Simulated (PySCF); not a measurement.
Computed shifts of a molecule C4H7FSi, PBE/pcSseg-1 (PySCF), GIAO, gas phase, atoms alike by connectivity averaged where their shifts nearly agree, in ppm (number of nuclei): ¹³C: 170.5 (1), 137.0 (1), 134.9 (1), 124.8 (1). ¹⁹F: -114.5 (1). ²⁹Si: -79.1 (1). ¹H: 7.24 (1), 6.12 (1), 5.63 (2), 4.54 (3). References: ¹³C against TMS (σ = 182.0 ppm); ¹⁹F against CFCl3 (σ = 133.6 ppm); ²⁹Si against TMS (σ = 335.4 ppm); ¹H against TMS (σ = 31.49 ppm), references at their B3LYP-D3(BJ)/def2-TZVP geometries, non-relativistic. Coordinates come from a ωB97X-D3(BJ)/def2-SVP optimisation. Other conformers were not sampled.

Problem. Which molecule gave these data?
A) CC1=C[Si@H](F)C1
B) C=C/C=C(\F)[SiH3]
C) CC=C=C[SiH2]F
D) F[C@H]1C=C([SiH3])C1

Solution. B, C=C/C=C(\F)[SiH3]
